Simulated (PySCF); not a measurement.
Compound: C6H5NOSe.
SMILES with atom numbers: `[C-:1]#[N+:2][c:3]1[cH:4][cH:5][c:6]([Se:7][CH3:8])[o:9]1` (hydrogens: H10 on C4; H11 on C5; H12, H13, H14 on C8)

The calculation used PySCF 2.14.0, PBE0-D3(BJ)/def2-SVP geometry optimisation, gas phase.

Question: What internal coordinates does the optimisation give?

Answer: 
```csv
bond,length (bohr),order
C1≡N2,2.229,triple
N2–C3,2.551,single
C3–C4,2.582,aromatic
C4–C5,2.694,aromatic
C5–C6,2.593,aromatic
C6–Se7,3.551,single
Se7–C8,3.660,single
C6–O9,2.547,aromatic
C3–O9,2.563,aromatic
C4–H10,2.054,single
C5–H11,2.053,single
"C8–H12, C8–H13, C8–H14",2.075,single
```

Bonds in one row agree within 0.02 bohr and their mean is given. Orders are formal, as drawn. A selection of angles:
```csv
angle,degrees
C1–N2–C3,179.2
N2–C3–C4,132.4
N2–C3–O9,117.0
C4–C3–O9,110.6
C3–C4–C5,105.9
C4–C5–C6,106.0
C5–C6–Se7,134.2
C5–C6–O9,110.5
Se7–C6–O9,115.3
C6–Se7–C8,96.1
C3–O9–C6,107.2
```

Dihedral angles: C5–C6–Se7–C8 0° (synperiplanar).

The C–Se distances run from 1.879 Å (C6–Se7, drawn single) to 1.937 Å (Se7–C8, drawn single), a spread of 0.058 Å. The C–C distances run from 1.366 Å (C3–C4, aromatic) to 1.426 Å (C4–C5, aromatic), a spread of 0.060 Å. Of the pairs four or more bonds apart, C8···H11 is among the closest relative to their van der Waals radii: 2.88 Å, 99 % of the sum of Bondi's values. The 5-membered ring C3–C4–C5–C6–O9 has internal angles of 105.9° to 110.6° (sum 540°, against 540° for a flat polygon); it is planar, 0.00 Å rms from its mean plane, widest ring torsion 0°. O9 (furan-type oxygen) is bent (angle 107.2°). The 9 heavy atoms lie in one plane (0.000 Å rms). The 2 C–N bonds span 1.179 Å (C1≡N2, drawn triple) to 1.350 Å (N2–C3, drawn single), a spread of 0.171 Å.

Point group: Cs (every atom within 0.08 Å of its image). No PBE0-D3(BJ)/def2-SVP frequencies stand behind this structure, so it isn't proved a minimum. The numbers are those of one conformer.
